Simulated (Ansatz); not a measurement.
System: H$_{9}$Si$_{4}$O, net charge 0, doublet state. SMILES: O[Si]([SiH2])([SiH3])[SiH3]
Geometry: optimised at B3LYP-D3(BJ)/def2-TZVP (Ansatz, a first-principles code).

Quantity: enthalpy of formation at 298 K, in kcal/mol. Conventions: six Cartesian d functions in 6-31G* and its kin unless marked 5d; LANL2DZ with its own core potentials from Na on; non-relativistic; spin-orbit terms left out; frozen cores in correlated levels; UHF or UKS for open shells; 6-311+G** with 5d, 6d on Na to Ar in Ansatz. CBS(X,Y): correlation extrapolated as X^-3; Hartree-Fock from the larger set. Ab initio and DFT rows: single points at B3LYP-D3(BJ) geometries (Ansatz), with unscaled harmonic terms from B3LYP/6-31G* (Ansatz) at its own minima, enthalpies of formation by atomisation with measured atoms.

Coupled cluster (Ansatz) is a level with limits of its own, used here on species with T1 under 0.025 (0.045 for open shells) and stable references: CCSD(T)/CBS(cc-pV(T+d)Z,cc-pV(Q+d)Z).

Value to compare with, CCSD(T)/CBS(cc-pV(T+d)Z,cc-pV(Q+d)Z) (Ansatz): -10.0 kcal/mol.

```json
[
 {"level": "MP2/STO-3G", "program": "Ansatz", "enthalpy of formation at 298 K (kcal/mol)": "-108.1", "difference": "-98.1"},
 {"level": "MP2/3-21G", "program": "Ansatz", "enthalpy of formation at 298 K (kcal/mol)": "228.9", "difference": "238.9"},
 {"level": "MP2/LANL2DZ", "program": "Ansatz", "enthalpy of formation at 298 K (kcal/mol)": "195.3", "difference": "205.3"},
 {"level": "MP2/6-31G*", "program": "Ansatz", "enthalpy of formation at 298 K (kcal/mol)": "126.1", "difference": "136.1"},
 {"level": "MP2/6-311+G**", "program": "Ansatz", "enthalpy of formation at 298 K (kcal/mol)": "67.0", "difference": "77.0"}
]
```

Among the 5 habitual levels, MP2/3-21G lies farthest from CCSD(T)/CBS(cc-pV(T+d)Z,cc-pV(Q+d)Z) (Ansatz) (238.9 kcal/mol) and MP2/6-311+G** nearest (77.0); 4 of 5 lie above it, and their mean absolute difference is 151.1 kcal/mol, the median 136.1. One case shows no general order.

The sets are all those run for this method; left out are runs that failed, that the program found above a lower state of the same kind, or whose <S^2> lies over 0.5 above the pure value.
